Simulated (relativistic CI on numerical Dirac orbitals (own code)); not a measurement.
**One change at a time: Rb IX**

Base calculation: Dirac-Coulomb-Breit CI, KLI orbitals optimised for each configuration, model QED (radiative potential, 1s self-energy scaled to tabulated hydrogen-like ionisation energies), unscaled Slater integrals.

Configurations in the expansion (outside the closed core [Ar]): 3d10.4s, 3d10.4p, 3d10.4d, 3d10.4f, 3d10.5s, 3d10.5p, 3d10.5d, 3d9.4s2, 3d10.6s, 3d9.4p2, 3d8.4s.4p2, 3d10.5f, 3d10.6p, 3d10.5g, 3d10.6d, 3d9.4s.4p. Levels of other configurations are missing.

Variants: (1) non-relativistic limit. Shifts of the energy above 3d10.4s 2S_1/2, in cm⁻¹, for the lowest level and the first level of each name with at least 55 % of one term (blank where a level changes its place among those of its configuration and J or its character, or is not in the variant):

| Level | Base | Δ(1) |
| --- | --- | --- |
| 3d10.4s 2S_1/2 | 0 | 0 |
| 3d10.4p 2P°_1/2 | 158321 | -4771 |
| 3d10.4p 2P°_3/2 | 170356 | -16806 |
| 3d10.4d 2D_3/2 | 416169 | -17977 |
| 3d10.4d 2D_5/2 | 417865 | -19674 |
| 3d10.5s 2S_1/2 | 570916 | -11326 |
| 3d10.5p 2P°_1/2 | 634694 | -12858 |
| 3d10.4f 2F°_7/2 | 635180 | -18233 |
| 3d10.4f 2F°_5/2 | 635247 | -18300 |
| 3d10.5p 2P°_3/2 | 639421 | -17585 |
| 3d10.5d 2D_3/2 | 742267 | -18054 |
| 3d10.5d 2D_5/2 | 742995 | -18782 |
| 3d9.4s2 2D_5/2 | 789538 | +36004 |
| 3d9.4s2 2D_3/2 | 801658 | +23885 |
| 3d10.6s 2S_1/2 | 811735 | -14806 |
| 3d10.5f 2F°_7/2 | 839396 | -18217 |
| 3d10.5f 2F°_5/2 | 839445 | -18265 |
| 3d10.6p 2P°_1/2 | 843826 | -15473 |
| 3d10.6p 2P°_3/2 | 846218 | -17864 |
| 3d10.5g 2G_7/2 | 849336 | -18149 |
| 3d10.5g 2G_9/2 | 849348 | -18162 |
| 3d10.6d 2D_3/2 | 899400 | -18105 |

At this charge configurations can still be misplaced by up to about 7 % of their energy.

Ionisation energy from the two ground configurations alone: base 149.351 eV. The NIST ASD value (measured) is 150.628 eV.

LS names give the leading component of a level, which can be under half, so a name can repeat, a term be missing and a line seem to break the LS rules.
